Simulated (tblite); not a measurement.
Record of a relaxation.

Species: C5H14N2.
Atom-mapped SMILES: `[CH3:1][CH2:2][CH2:3][N:4]([NH2:5])[CH2:6][CH3:7]` (hydrogens: H8, H9, H10 on C1; H11, H12 on C2; H13, H14 on C3; H15, H16 on N5; H17, H18 on C6; H19, H20, H21 on C7)

Computed with GFN2-xTB (tblite), gas phase: L-BFGS steps from a force-field or distance-geometry start until the largest atomic force falls under 0.01 eV/Å. 10 of its 46 geometries are shown.

Step 0: E = -643.5731 eV, largest atomic force 0.840 eV/Å
```
atom  x, y, z in Å  |  force x, y, z in eV/Å
C1      3.146   -0.245    0.331   -0.133   0.172   0.117
C2      1.796    0.463    0.515    0.389  -0.210   0.601
C3      0.653   -0.396   -0.011   -0.613   0.328   0.471
N4     -0.673    0.236    0.237    0.295  -0.326  -0.563
N5     -0.844    1.421   -0.555   -0.054  -0.097   0.367
C6     -1.764   -0.721   -0.075    0.269   0.244   0.541
C7     -3.114   -0.221    0.416   -0.319   0.121   0.446
H8      3.166   -1.195    0.865   -0.059   0.082  -0.082
H9      3.956    0.376    0.722   -0.125  -0.067  -0.096
H10     3.327   -0.431   -0.725    0.053  -0.038  -0.005
H11     1.837    1.427    0.015   -0.056   0.104  -0.126
H12     1.649    0.653    1.595   -0.086  -0.069  -0.444
H13     0.778   -0.586   -1.076    0.127  -0.006  -0.474
H14     0.689   -1.364    0.492   -0.162   0.068   0.105
H15    -0.522    1.308   -1.521   -0.012  -0.214   0.027
H16    -0.319    2.206   -0.156   -0.216  -0.515   0.084
H17    -1.804   -0.927   -1.146   -0.040   0.038  -0.321
H18    -1.567   -1.681    0.433    0.232   0.403  -0.068
H19    -3.880   -0.985    0.248    0.182   0.093  -0.046
H20    -3.424    0.689   -0.093    0.162  -0.021  -0.020
H21    -3.095   -0.011    1.500    0.164  -0.089  -0.515
```

Step 5: E = -643.6566 eV, largest atomic force 0.145 eV/Å
```
atom  x, y, z in Å  |  force x, y, z in eV/Å
C1      3.139   -0.241    0.333   -0.009  -0.006  -0.006
C2      1.799    0.460    0.524   -0.068   0.006  -0.029
C3      0.642   -0.388   -0.011    0.011  -0.040  -0.029
N4     -0.666    0.220    0.215   -0.047   0.042   0.124
N5     -0.863    1.396   -0.545   -0.035   0.092  -0.024
C6     -1.756   -0.704   -0.069    0.035  -0.134  -0.042
C7     -3.112   -0.210    0.421    0.085   0.014  -0.016
H8      3.157   -1.191    0.858   -0.025  -0.041   0.033
H9      3.948    0.375    0.714    0.003   0.030   0.022
H10     3.329   -0.433   -0.721   -0.025  -0.001  -0.047
H11     1.831    1.422    0.011   -0.019   0.046  -0.033
H12     1.633    0.652    1.585   -0.046   0.001   0.021
H13     0.797   -0.578   -1.093    0.041  -0.024   0.026
H14     0.656   -1.349    0.507   -0.024  -0.029  -0.015
H15    -0.532    1.278   -1.509   -0.031  -0.031  -0.055
H16    -0.336    2.152   -0.124    0.003   0.046   0.069
H17    -1.813   -0.912   -1.151   -0.020   0.001  -0.066
H18    -1.525   -1.638    0.439    0.049  -0.121   0.060
H19    -3.861   -0.980    0.240    0.037   0.036  -0.024
H20    -3.404    0.696   -0.098    0.044   0.068  -0.020
H21    -3.074   -0.009    1.486    0.042   0.047   0.052
```

Step 10: E = -643.6647 eV, largest atomic force 0.108 eV/Å
```
atom  x, y, z in Å  |  force x, y, z in eV/Å
C1      3.133   -0.241    0.332   -0.026   0.015   0.004
C2      1.792    0.462    0.522   -0.030  -0.005  -0.015
C3      0.638   -0.389   -0.011    0.073  -0.040  -0.044
N4     -0.669    0.219    0.218    0.037  -0.041   0.004
N5     -0.870    1.399   -0.541   -0.012  -0.051   0.028
C6     -1.748   -0.718   -0.071   -0.018   0.028  -0.025
C7     -3.096   -0.205    0.420    0.019  -0.013  -0.019
H8      3.149   -1.192    0.861   -0.019   0.024  -0.010
H9      3.941    0.378    0.716   -0.016  -0.010  -0.004
H10     3.321   -0.433   -0.723   -0.021   0.004   0.030
H11     1.823    1.425    0.005   -0.016  -0.031   0.012
H12     1.619    0.653    1.582   -0.003   0.026   0.015
H13     0.805   -0.583   -1.091   -0.037   0.000   0.012
H14     0.647   -1.352    0.504    0.018   0.020   0.002
H15    -0.544    1.272   -1.508   -0.020   0.060   0.034
H16    -0.341    2.151   -0.111   -0.021  -0.016  -0.042
H17    -1.813   -0.914   -1.158    0.039  -0.052   0.082
H18    -1.510   -1.655    0.444   -0.037   0.060  -0.082
H19    -3.849   -0.966    0.234   -0.041   0.015   0.015
H20    -3.379    0.706   -0.100    0.090   0.001  -0.003
H21    -3.057    0.001    1.486    0.041   0.005   0.006
```

Step 15: E = -643.6718 eV, largest atomic force 0.057 eV/Å
```
atom  x, y, z in Å  |  force x, y, z in eV/Å
C1      3.120   -0.237    0.335    0.021   0.000   0.012
C2      1.781    0.464    0.521    0.026   0.003   0.008
C3      0.642   -0.397   -0.016   -0.034   0.013   0.013
N4     -0.663    0.207    0.220   -0.018  -0.011  -0.041
N5     -0.879    1.391   -0.527    0.001   0.002  -0.005
C6     -1.739   -0.729   -0.074   -0.009  -0.018   0.004
C7     -3.075   -0.199    0.419   -0.018   0.021   0.003
H8      3.132   -1.188    0.862   -0.003  -0.001   0.012
H9      3.929    0.379    0.718    0.019   0.009   0.005
H10     3.305   -0.431   -0.720    0.006   0.005   0.004
H11     1.807    1.423   -0.001   -0.004   0.008  -0.007
H12     1.601    0.661    1.580    0.004   0.000  -0.016
H13     0.804   -0.592   -1.094   -0.001   0.000  -0.033
H14     0.648   -1.357    0.503    0.054  -0.015   0.005
H15    -0.566    1.283   -1.499   -0.014  -0.012  -0.010
H16    -0.353    2.149   -0.106   -0.006  -0.017   0.041
H17    -1.802   -0.934   -1.156    0.013   0.007  -0.051
H18    -1.505   -1.668    0.431   -0.009  -0.025   0.050
H19    -3.849   -0.941    0.234   -0.023   0.041   0.025
H20    -3.322    0.719   -0.103   -0.009   0.019  -0.003
H21    -3.023    0.013    1.483    0.004  -0.029  -0.017
```

Step 20: E = -643.6741 eV, largest atomic force 0.044 eV/Å
```
atom  x, y, z in Å  |  force x, y, z in eV/Å
C1      3.120   -0.234    0.338   -0.004   0.006  -0.006
C2      1.780    0.466    0.519   -0.011   0.010  -0.014
C3      0.642   -0.399   -0.020    0.021  -0.006  -0.014
N4     -0.665    0.198    0.215    0.008  -0.003   0.042
N5     -0.883    1.386   -0.524   -0.009  -0.013   0.008
C6     -1.740   -0.738   -0.078    0.002   0.001  -0.005
C7     -3.071   -0.194    0.416    0.002  -0.006  -0.004
H8      3.127   -1.185    0.867    0.016   0.011   0.009
H9      3.930    0.382    0.720   -0.003  -0.001   0.007
H10     3.303   -0.429   -0.717    0.026  -0.007  -0.002
H11     1.802    1.424   -0.004    0.018   0.013  -0.012
H12     1.596    0.664    1.576   -0.004   0.000   0.002
H13     0.803   -0.594   -1.099    0.020   0.002   0.006
H14     0.663   -1.359    0.502   -0.009   0.001  -0.021
H15    -0.577    1.286   -1.498    0.007   0.003   0.006
H16    -0.360    2.141   -0.093   -0.004  -0.018   0.001
H17    -1.795   -0.942   -1.163   -0.029  -0.029   0.015
H18    -1.509   -1.673    0.437   -0.023   0.003  -0.015
H19    -3.859   -0.921    0.240   -0.019   0.005  -0.026
H20    -3.305    0.730   -0.104   -0.011   0.007   0.016
H21    -3.009    0.010    1.480    0.005   0.020   0.007
```

Step 25: E = -643.6755 eV, largest atomic force 0.047 eV/Å
```
atom  x, y, z in Å  |  force x, y, z in eV/Å
C1      3.122   -0.231    0.339    0.013   0.001   0.009
C2      1.780    0.470    0.514    0.007  -0.017  -0.003
C3      0.646   -0.401   -0.024   -0.003  -0.007  -0.010
N4     -0.665    0.189    0.216   -0.005  -0.017  -0.043
N5     -0.888    1.380   -0.518    0.003   0.007   0.007
C6     -1.743   -0.744   -0.080   -0.019  -0.008   0.009
C7     -3.071   -0.190    0.414   -0.003   0.013   0.006
H8      3.129   -1.179    0.873   -0.005   0.001  -0.001
H9      3.931    0.384    0.724    0.000   0.024   0.001
H10     3.312   -0.430   -0.714    0.005   0.002   0.012
H11     1.806    1.429   -0.010   -0.002  -0.024   0.003
H12     1.593    0.667    1.571    0.005   0.014  -0.014
H13     0.809   -0.593   -1.103   -0.006   0.013  -0.011
H14     0.671   -1.362    0.493   -0.005  -0.003  -0.003
H15    -0.581    1.286   -1.494    0.003  -0.009   0.017
H16    -0.365    2.131   -0.084    0.004   0.016   0.005
H17    -1.801   -0.955   -1.163   -0.005   0.008   0.015
H18    -1.520   -1.679    0.438   -0.003  -0.013   0.003
H19    -3.870   -0.905    0.235    0.025  -0.002   0.001
H20    -3.301    0.739   -0.099    0.017   0.007  -0.008
H21    -3.002    0.013    1.479   -0.025  -0.006   0.006
```

Step 30: E = -643.6764 eV, largest atomic force 0.038 eV/Å
```
atom  x, y, z in Å  |  force x, y, z in eV/Å
C1      3.125   -0.228    0.343   -0.004  -0.003   0.002
C2      1.780    0.468    0.509    0.001   0.006   0.003
C3      0.648   -0.405   -0.031   -0.010   0.001   0.007
N4     -0.665    0.179    0.212    0.008   0.019   0.032
N5     -0.890    1.376   -0.512    0.006  -0.003  -0.006
C6     -1.748   -0.750   -0.078    0.020   0.013   0.009
C7     -3.071   -0.184    0.415    0.000  -0.007   0.006
H8      3.131   -1.174    0.878    0.017   0.000   0.013
H9      3.930    0.394    0.728   -0.011   0.000   0.006
H10     3.321   -0.430   -0.709    0.005   0.002  -0.002
H11     1.807    1.425   -0.016   -0.009   0.005  -0.029
H12     1.591    0.672    1.565   -0.011  -0.012   0.004
H13     0.812   -0.590   -1.111   -0.006  -0.009  -0.018
H14     0.675   -1.367    0.485    0.003  -0.022  -0.014
H15    -0.583    1.285   -1.487    0.003   0.015  -0.016
H16    -0.368    2.127   -0.075   -0.003  -0.013   0.006
H17    -1.809   -0.963   -1.160   -0.006   0.006  -0.015
H18    -1.529   -1.686    0.440    0.005   0.009   0.011
H19    -3.872   -0.895    0.231   -0.009   0.001  -0.001
H20    -3.290    0.748   -0.097    0.012  -0.008   0.002
H21    -3.005    0.015    1.481   -0.013  -0.001  -0.001
```

Step 35: E = -643.6772 eV, largest atomic force 0.033 eV/Å
```
atom  x, y, z in Å  |  force x, y, z in eV/Å
C1      3.128   -0.225    0.347    0.000   0.006   0.000
C2      1.779    0.466    0.504   -0.014  -0.015  -0.016
C3      0.649   -0.409   -0.038    0.007  -0.010  -0.016
N4     -0.662    0.174    0.213   -0.004  -0.009  -0.012
N5     -0.889    1.372   -0.508   -0.001   0.005   0.005
C6     -1.748   -0.752   -0.074   -0.012  -0.006  -0.002
C7     -3.070   -0.181    0.417   -0.002   0.000  -0.005
H8      3.140   -1.169    0.887   -0.001   0.009   0.000
H9      3.925    0.404    0.734    0.005   0.003   0.006
H10     3.332   -0.430   -0.703    0.001  -0.006   0.005
H11     1.805    1.419   -0.031   -0.002  -0.016   0.013
H12     1.586    0.674    1.558   -0.011   0.001  -0.017
H13     0.809   -0.589   -1.120   -0.011   0.000   0.014
H14     0.679   -1.377    0.470    0.002   0.010  -0.006
H15    -0.583    1.289   -1.484    0.006  -0.002   0.011
H16    -0.370    2.122   -0.065    0.006   0.013  -0.004
H17    -1.817   -0.965   -1.157    0.022   0.004   0.024
H18    -1.534   -1.688    0.446    0.018   0.007   0.001
H19    -3.875   -0.885    0.227   -0.007   0.000  -0.012
H20    -3.276    0.753   -0.096   -0.015   0.006   0.005
H21    -3.014    0.015    1.484    0.013  -0.002   0.007
```

Step 40: E = -643.6777 eV, largest atomic force 0.021 eV/Å
```
atom  x, y, z in Å  |  force x, y, z in eV/Å
C1      3.130   -0.223    0.349    0.002  -0.006   0.002
C2      1.777    0.462    0.497    0.011   0.011   0.006
C3      0.648   -0.414   -0.044   -0.004   0.005   0.004
N4     -0.661    0.172    0.213    0.004   0.006   0.000
N5     -0.889    1.372   -0.505    0.003   0.004   0.003
C6     -1.749   -0.753   -0.071    0.008   0.007   0.000
C7     -3.071   -0.179    0.418    0.003   0.002   0.000
H8      3.144   -1.165    0.894   -0.006  -0.007   0.006
H9      3.923    0.410    0.739   -0.008   0.005  -0.006
H10     3.339   -0.431   -0.698    0.006  -0.002   0.000
H11     1.803    1.413   -0.038    0.000   0.014  -0.012
H12     1.578    0.674    1.549   -0.009  -0.006   0.006
H13     0.805   -0.589   -1.127   -0.007  -0.005  -0.019
H14     0.681   -1.382    0.460   -0.008  -0.007   0.005
H15    -0.581    1.291   -1.480    0.000  -0.004   0.004
H16    -0.370    2.121   -0.060    0.003   0.003   0.003
H17    -1.815   -0.966   -1.152    0.003  -0.012  -0.012
H18    -1.532   -1.688    0.450   -0.007   0.002   0.005
H19    -3.879   -0.880    0.221    0.010   0.002   0.006
H20    -3.274    0.757   -0.092   -0.003  -0.001   0.008
H21    -3.016    0.014    1.486   -0.001  -0.010  -0.009
```

Step 45: E = -643.6779 eV, largest atomic force 0.009 eV/Å
```
atom  x, y, z in Å  |  force x, y, z in eV/Å
C1      3.130   -0.223    0.351   -0.003   0.002  -0.001
C2      1.777    0.461    0.494   -0.004  -0.003  -0.005
C3      0.648   -0.415   -0.048   -0.004   0.002  -0.001
N4     -0.660    0.172    0.213   -0.003   0.002   0.003
N5     -0.887    1.373   -0.503    0.001   0.001  -0.002
C6     -1.748   -0.752   -0.070   -0.001   0.000  -0.001
C7     -3.070   -0.178    0.418   -0.001  -0.001   0.001
H8      3.144   -1.163    0.898   -0.003   0.006   0.002
H9      3.921    0.414    0.740    0.000  -0.003   0.003
H10     3.343   -0.433   -0.695   -0.002  -0.005   0.002
H11     1.802    1.413   -0.042    0.004  -0.003   0.002
H12     1.573    0.673    1.546    0.004   0.002  -0.006
H13     0.801   -0.590   -1.131    0.002   0.001   0.004
H14     0.680   -1.384    0.456    0.001   0.005  -0.002
H15    -0.580    1.292   -1.478    0.000   0.007  -0.004
H16    -0.369    2.122   -0.058    0.003  -0.004   0.002
H17    -1.813   -0.970   -1.152    0.000   0.000  -0.001
H18    -1.532   -1.686    0.453   -0.004   0.001   0.002
H19    -3.878   -0.877    0.220    0.002  -0.008  -0.003
H20    -3.273    0.759   -0.089    0.004   0.002   0.000
H21    -3.016    0.011    1.486    0.004  -0.003   0.005
```

Problem. Summarise the path.

Solution. The energy falls by 10.11 kJ/mol from step 0 to step 45; nine tenths of that is first reached at step 12. It falls at every step. The largest force goes from 0.840 to 0.009 eV/Å. Among the bonds C3–N4 changes most, from 1.490 to 1.457 Å; the atoms move by 0.076 Å rms after alignment.

Problem. Follow the three bonds and two angles with the largest change from start to end.

Solution. 
| step | E above end (kJ/mol) | largest force (eV/Å) | C3–N4 (Å) | N4–C6 (Å) | C3–H13 (Å) | C7–C6–H18 (°) | C6–C7–H20 (°) |
| --- | --- | --- | --- | --- | --- | --- | --- |
| 0 | 10.11 | 0.840 | 1.490 | 1.484 | 1.089 | 107.2 | 112.1 |
| 2 | 5.03 | 0.339 | 1.463 | 1.470 | 1.110 | 107.5 | 111.3 |
| 4 | 2.59 | 0.249 | 1.457 | 1.458 | 1.112 | 108.2 | 110.8 |
| 6 | 1.82 | 0.127 | 1.463 | 1.458 | 1.107 | 108.6 | 111.0 |
| 8 | 1.56 | 0.095 | 1.463 | 1.459 | 1.108 | 108.8 | 111.1 |
| 10 | 1.28 | 0.108 | 1.460 | 1.458 | 1.109 | 109.2 | 111.0 |
| 12 | 0.91 | 0.130 | 1.456 | 1.455 | 1.108 | 109.6 | 110.5 |
| 14 | 0.65 | 0.073 | 1.456 | 1.455 | 1.106 | 109.8 | 110.0 |
| 16 | 0.53 | 0.077 | 1.458 | 1.456 | 1.108 | 109.8 | 109.7 |
| 18 | 0.44 | 0.055 | 1.457 | 1.455 | 1.110 | 109.8 | 109.7 |
| 20 | 0.37 | 0.044 | 1.456 | 1.455 | 1.109 | 109.8 | 109.8 |
| 22 | 0.31 | 0.057 | 1.456 | 1.455 | 1.107 | 109.7 | 109.9 |
| 23 | 0.29 | 0.058 | 1.457 | 1.456 | 1.106 | 109.7 | 110.0 |
| 25 | 0.24 | 0.047 | 1.457 | 1.456 | 1.108 | 109.6 | 110.0 |
| 27 | 0.19 | 0.034 | 1.457 | 1.456 | 1.109 | 109.8 | 110.0 |
| 29 | 0.16 | 0.037 | 1.457 | 1.456 | 1.108 | 109.8 | 110.0 |
| 31 | 0.13 | 0.035 | 1.457 | 1.456 | 1.107 | 109.7 | 109.9 |
| 33 | 0.09 | 0.033 | 1.457 | 1.456 | 1.108 | 109.7 | 109.8 |
| 35 | 0.07 | 0.033 | 1.457 | 1.456 | 1.109 | 109.8 | 109.6 |
| 37 | 0.04 | 0.022 | 1.457 | 1.456 | 1.108 | 109.9 | 109.5 |
| 39 | 0.03 | 0.024 | 1.457 | 1.456 | 1.107 | 110.0 | 109.6 |
| 41 | 0.01 | 0.020 | 1.457 | 1.456 | 1.108 | 110.0 | 109.7 |
| 43 | 0.00 | 0.015 | 1.457 | 1.456 | 1.108 | 109.9 | 109.7 |
| 45 | 0.00 | 0.009 | 1.457 | 1.456 | 1.108 | 109.9 | 109.8 |
